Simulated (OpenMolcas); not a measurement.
3s² 3p⁴ along the 16-electron sequence

```
Program             : OpenMolcas 26.06
Method              : RASSCF
Basis               : ANO-RCC-VQZP
Scalar Hamiltonian  : DKH2, point nucleus
Spin-orbit coupling : RASSI with atomic mean-field integrals over the reference wave functions, term energies averaged over their components
```

Active space for each ion: 6 electrons in 9 orbitals (RAS2 3s 3p; RAS3 3d, at most 2 electrons).

Computed levels in cm-1 above ³P₂:

```json
{"Level": "³P₁", "S": "359", "Cl+": "624", "Ar2+": "1002"}
{"Level": "³P₀", "S": "525", "Cl+": "903", "Ar2+": "1434"}
{"Level": "¹D₂", "S": "10959", "Cl+": "13463", "Ar2+": "16152"}
{"Level": "¹S₀", "S": "23955", "Cl+": "29516", "Ar2+": "35091"}
{"Level": "weight of ³P in the lowest level (%)", "S": "100", "Cl+": "100", "Ar2+": "100"}
```

Measured, with the error of the calculation in %. Measured levels: S, Cl+ from NIST Handbook of Basic Atomic Spectroscopic Data; Ar2+ from Saloman, J. Phys. Chem. Ref. Data 39, 033101 (2010).

```csv
Level,S,Cl+,Ar2+
³P₁,396 (-9.4),696 (-10.4),1112 (-9.9)
³P₀,574 (-8.5),996 (-9.3),1570 (-8.7)
¹D₂,9239 (+18.6),11654 (+15.5),14010 (+15.3)
¹S₀,22180 (+8.0),27878 (+5.9),33266 (+5.5)
```

The fine-structure level ³P₀ changes by a factor of 2.73 from S to Ar2+. Its fourth root runs 4.79, 5.48, 6.15, with steps per unit of Z of 0.70, 0.67; equal steps would mean a (Z - σ)^4 law with constant σ.

¹D₂ changes by a factor of 1.47 over the same range, with steps per unit of Z of +2500, +2690 cm-1.

Without dynamic correlation excited terms often stand tens of per cent too high (terms of higher spin than the ground term too low), and those without a measured partner can miss by more than the paired ones (holds for S; Cl+). Active for correlation alone: 3d; no level in the range computed is led by a configuration that fills it, so any true level of that kind is missing (holds for S; Ar2+). The run also gave levels led by 3s² 3p³ 3d, which use shells meant for correlation; these and all levels above them are left out (holds for Cl+). Measured partners are found by configuration, term and J. A level has none where our copy of the source lacks it or the pairing is in doubt (some pairs that miss far off the trend of their configuration count as doubtful), and it then counts in no deviation. Only configurations of the active space appear.
